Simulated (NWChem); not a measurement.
MgHCl; SMILES [MgH][Cl]

Computed with NWChem. Pople sets run with spherical d functions. Coordinates come from a B3LYP/6-31G* (spherical d) optimisation. LC-ωPBE (HJS hole) with 6-31G*; x = 1 − exp(−ω/0.25 bohr⁻¹) is a scale chosen for this fit.

```
row           x  −ε(HOMO) (eV)
--------  -----  -------------
ω = 0.10  0.330           8.58
ω = 0.20  0.551           9.75
ω = 0.30  0.699          10.57
ω = 0.40  0.798          11.10
ω = 0.50  0.865       withheld
```

Q: Fit a straight line of the last column on the one before it, predict the withheld value, and compare with the run.

A: 
1. Means of the 4 shown rows: x = 0.5945, y = 10.000. Slope Σ(x − x̄)(y − ȳ)/Σ(x − x̄)² = 0.6699/0.1242 = 5.394; intercept 6.793.
2. The shown rows scatter about the line by 0.009 (root mean square); the largest residual is -0.02, at ω = 0.20.
3. At x = 0.865 (ω = 0.50; beyond the shown range) the line gives 11.46.
4. The run gives 11.44, -0.02 from the line.
